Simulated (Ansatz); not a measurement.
Start from `B[SiH](O)F` and change one atom or group to get `O[SiH](F)[SeH]`.

Ansatz, PBE0-D4/def2-TZVP geometries, multiplicity 1. Each molecule was computed in one conformer, which needn't be the lowest.

Scalar relativity is left out up to krypton.

```json
{"property": "HOMO–LUMO gap (ωB97M-V/def2-TZVPP) / eV", "`B[SiH](O)F`": "9.73"}
{"property": "size of the dipole moment (B3LYP/def2-TZVPP) / D", "`B[SiH](O)F`": "1.85"}
{"property": "HOMO–LUMO gap (PBE0/def2-TZVPP) / eV", "`B[SiH](O)F`": "5.54"}
{"property": "HOMO energy (PBE/def2-TZVPP) / eV", "`B[SiH](O)F`": "-6.93"}
{"property": "zero-point energy (PBE0-D4/def2-TZVP) / kJ/mol", "`B[SiH](O)F`": "121.0"}
{"property": "size of the dipole moment (ωB97M-V/def2-TZVPP) / D", "`B[SiH](O)F`": "1.86"}
```

What does the change do to each property? (Best estimate.)

Computed: 
```tsv
property	`O[SiH](F)[SeH]`	shift
HOMO–LUMO gap (ωB97M-V/def2-TZVPP) / eV	11.42	1.69
size of the dipole moment (B3LYP/def2-TZVPP) / D	1.60	-0.25
HOMO–LUMO gap (PBE0/def2-TZVPP) / eV	7.38	1.84
HOMO energy (PBE/def2-TZVPP) / eV	-6.29	0.64
zero-point energy (PBE0-D4/def2-TZVP) / kJ/mol	91.4	-29.6
size of the dipole moment (ωB97M-V/def2-TZVPP) / D	1.60	-0.26
```

With PBE0 the HOMO rises by 0.81 eV and the LUMO rises by 2.65 eV, so the gap widens by about 1.84 eV. PBE moves the HOMO by 0.64 eV and ωB97M-V by 0.84 eV. The zero-point energy changes by -29.6 kJ/mol with -3 modes. Dipoles are sizes alone; their direction can turn.

B3LYP here is the variant with VWN-RPA as its local correlation; programs differ in this.

Spin–orbit coupling is left out; it splits and shifts lone-pair levels of the heavy atoms by tenths of an eV.
